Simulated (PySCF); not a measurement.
Working out the ionisation energy of C⁺

C⁺ [He] 2s2 2p1 (2P) → C²⁺ [He] 2s2 (1S). Calculation: PySCF 2.14, in aug-cc-pV5Z; the non-relativistic Hamiltonian (point nucleus). Frozen: 1s2. Energies in hartree (1 hartree = 27.21139 eV):

| part | C⁺ (lower) | C²⁺ (upper) |
| --- | --- | --- |
| UHF | -37.296785 | -36.408417 |
| MP2 opposite-spin | -0.052287 | -0.046449 |
| MP2 same-spin | -0.003859 | 0.000000 |

Problem. What does Hartree-Fock give?

Solution. (-36.408417) − (-37.296785) = 0.888368 hartree = 24.174 eV.

Problem. What do MP2 and SCS-MP2 (6/5 opposite-spin, 1/3 same-spin) give?

Solution. The opposite-spin parts differ by 0.159 eV and the same-spin parts by 0.105 eV. MP2: 24.174 + (0.159) + (0.105) = 24.438 eV. SCS-MP2: 24.174 + 1.2 × (0.159) + (0.105)/3 = 24.400 eV.

Measured between the centres of the two terms (NIST): 24.378 eV, so MP2 (valence) is off by 0.060 eV.

What remains against the reference includes basis incompleteness, the frozen core and correlation beyond second order.
